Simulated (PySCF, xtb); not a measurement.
C3H2F3, SMILES FC(F)(F)C=[CH], multiplicity 2.

Harmonic wavenumbers (cm⁻¹) from GFN2-xTB (xtb) at its own minimum, in rising order: 42, 225, 307, 394, 466, 497, 527, 650, 721, 737, 821, 1044, 1048, 1153, 1176, 1738, 2845, 3242.

What does PySCF with PBE-D3(BJ)/def2-SVP give at its own minimum? (An estimate is asked for; the answer gives what the named calculation found.)

91, 240, 324, 418, 512, 534, 594, 685, 745, 819, 859, 1112, 1142, 1230, 1262, 1670, 3012, 3208. Paired by order, the mean absolute difference is 57 cm⁻¹ and the zero-point energies are 25.2 and 26.4 kcal/mol.
